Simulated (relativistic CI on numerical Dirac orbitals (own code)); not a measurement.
# Sc II: calculation against measurement

Method of calculation: Dirac-Coulomb-Breit CI, orbitals from a KLI potential per configuration, QED by a radiative potential, valence Slater integrals scaled by 0.85, P86 correlation energy added to each configuration (own radial code, finite nucleus).

Configuration list (outside the closed core [Ar]): 3d4s, 3d², 4s², 3d4p, 3d4d, 4s4p, 3d4f, 3d5s, 4p², 3d5p, 4s5p, 3d6s, 3d5d, 4s6s, 3d6p, 4s5d, 4s6p, 3d5f, 3d5g, 3d7s, 4s5s, 3d6d, 4s5f, 4s5g, 3d7p, 4s7s, 4s6d, 4s4d, 4s7p, 3d7d, 4p4d, 4s7d, 4s4f, 4p4f. Levels of other configurations are missing.

```
Configuration  Term (tabulated)  J  Measured (cm⁻¹)  Computed  Error  Purity (%)
         3d4s                3D  1              0.0         0      0         100
         3d4s                3D  2             67.7        55    -13         100
         3d4s                3D  3            177.8       142    -36         100
         3d4s                1D  2           2540.9      2499    -42          90
          3d²                3F  2           4802.9      5229    426         100
          3d²                3F  3           4883.6      5283    400         100
          3d²                3F  4           4987.8      5353    365         100
          3d²                1D  2          10944.6     12576   1632          90
          4s²                1S  0          11736.4     12019    283          89
          3d²                3P  0          12074.1     13278   1203         100
          3d²                3P  1          12101.5     13297   1196         100
          3d²                3P  2          12154.4     13332   1177          99
          3d²                1G  4          14261.3     15704   1443         100
          3d²                1S  0          25955.2     28351   2396          85
         3d4p               1D°  2          26081.3     25130   -951          99
         3d4p               3F°  2          27443.7     26437  -1007          98
         3d4p               3F°  3          27602.5     26570  -1032          98
         3d4p               3F°  4          27841.3     26773  -1069         100
         3d4p               3D°  1          27917.8     26707  -1211          99
         3d4p               3D°  2          28021.3     26793  -1228          98
         3d4p               3D°  3          28161.2     26910  -1251          98
         3d4p               3P°  0          29736.3     28497  -1239          90
         3d4p               3P°  1          29742.2     28509  -1233          89
         3d4p               3P°  2          29823.9     28581  -1242          91
         3d4p               1P°  1          30815.7     29672  -1144          89
         3d4p               1F°  3          32350.0     31311  -1039          98
```

Measured levels from NIST Handbook of Basic Atomic Spectroscopic Data (Sansonetti and Martin, J. Phys. Chem. Ref. Data 34, 1559 (2005)); pairs were made by configuration, J and term (by order where the table uses no LS term), so strongly mixed levels may be paired wrongly.

Mean error by configuration (cm⁻¹): 3d4s -30; 3d² 1138; 4s² 283; 3d4p -1137. Over the excited levels the mean absolute error is 970 cm⁻¹ (25 of the 25 excited levels that our extract of the source holds in range could be paired), and the median relative error of those above 1,000 cm⁻¹ is 4.3 %.

Transition probabilities of persistent lines. The last column rescales the computed rate by the cube of measured over computed energy:

| λ measured (Å) | Lower | Upper | A tabulated (s⁻¹) | A computed | A rescaled |
| --- | --- | --- | --- | --- | --- |
| 3353.72 air | 3d4s ¹D2 | 3d4p ¹F°3 | 1.51e+08 | 1.62e+08 | 1.80e+08 |
| 3372.15 air | 3d4s ³D3 | 3d4p ³P°2 | 9.90e+07 | 1.00e+08 | 1.14e+08 |
| 3572.53 air | 3d4s ³D3 | 3d4p ³D°3 | 1.38e+08 | 1.37e+08 | 1.57e+08 |
| 3576.34 air | 3d4s ³D2 | 3d4p ³D°2 | 1.06e+08 | 1.05e+08 | 1.20e+08 |
| 3580.93 air | 3d4s ³D1 | 3d4p ³D°1 | 1.23e+08 | 1.27e+08 | 1.45e+08 |
| 3613.83 air | 3d4s ³D3 | 3d4p ³F°4 | 1.48e+08 | 1.65e+08 | 1.85e+08 |
| 3630.74 air | 3d4s ³D2 | 3d4p ³F°3 | 1.20e+08 | 1.27e+08 | 1.42e+08 |
| 3642.78 air | 3d4s ³D1 | 3d4p ³F°2 | 1.13e+08 | 1.21e+08 | 1.35e+08 |
| 4246.82 air | 3d4s ¹D2 | 3d4p ¹D°2 | 1.29e+08 | 1.43e+08 | 1.61e+08 |
